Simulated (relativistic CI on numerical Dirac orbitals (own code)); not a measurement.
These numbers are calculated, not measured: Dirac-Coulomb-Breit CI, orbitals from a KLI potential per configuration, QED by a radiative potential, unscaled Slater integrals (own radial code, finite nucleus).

The strongest absorption lines from the ground level of an ion, among the configurations computed and to levels below about 2810 eV (vacuum wavelength in nm, gf): 0.44836 (0.18), 0.44911 (0.19), 1.3238 (0.93), 1.3865 (0.94), 2.5357 (0.71), 2.5416 (0.83), 2.5576 (0.65), 2.5592 (0.44).

Task: Which ion is it?
A. Ir⁵⁷⁺
B. Pb⁶⁰⁺
C. Pb⁶²⁺
D. Pb⁶⁴⁺

Result: C. Pb⁶²⁺ has 20 electrons and the ground level 3s2.3p6.3d2 3F_2; the strongest line goes to 3s2.3p5.3d3 3F°_2. The pattern of lines fixes the number of electrons, and along that sequence the line energies rise steadily with the charge (about as its square where n changes within one kind of shell, about linearly where n is kept but much faster in heavy ions where fine structure, which grows about as Z⁴, sets the gap, and irregularly where shells cross), which fixes Z. Configurations outside the model, such as inner-shell arrays, can give stronger lines. At this charge energies of transitions that change n are usually good to better than 1 %, and those within a shell (Δn = 0) to a few per cent.

LS names give the leading component of a level, which can be under half, so a name can repeat, a term be missing and a line seem to break the LS rules.
